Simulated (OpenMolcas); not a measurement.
An OpenMolcas run meant for Mg (ANO-RCC-VQZP, DKH2; inactive shells 1s 2s 2p; intended active space 2 electrons in 4 orbitals (3s 3p)). One step of its input:

```
&CASPT2
Multistate=1 1
Frozen=1 0
IPAE=0.25
Imaginary=0.1
MaxIter=60
WThr=0.0 0.3 0.05
PrWF=0.5
NoMix
```

Lines from the output:

```
|        MOLCAS_PRINT = 2
  |       MOLCAS_SOURCE = <dir>
  |    MOLCAS_STRUCTURE = 0
  |
   --------------------------------------------------------------------------------------
++ ---------   Input file   ---------
>>> COPY JOB002 $Project.JobIph
&CASPT2
Multistate=1 1
Frozen=1 0
IPAE=0.25
Imaginary=0.1
MaxIter=60
WThr=0.0 0.3 0.05
PrWF=0.5
NoMix
-- ----------------------------------
>>> COPY JOB002 a.JobIph
*** symbolic link created: INPORB -> a.RasOrb
--- Start Module: caspt2 at  ---
()()()()()()()()()()()()()()()()()()()()()()()()()()()()()()()()()()()()()()()()()()()()()()()()()()
                                              &CASPT2
                                   only a single process is used
                       available to each process: 2.3 GB of memory, 1 thread
()()()()()()()()()()()()()()()()()()()()()()()()()()()()()()()()()()()()()()()()()()()()()()()()()()
 ###    ERROR: Unrecognized keyword: IPAE                                    ###
--- Stop Module: caspt2 at  /rc=_RC_INPUT_ERROR_ ---
.####################.
.# User input error #.
.####################.
```

What is wrong with the input?

A keyword is misspelt. OpenMolcas reads the first four letters of a keyword, so the setting is refused or falls back to its default.
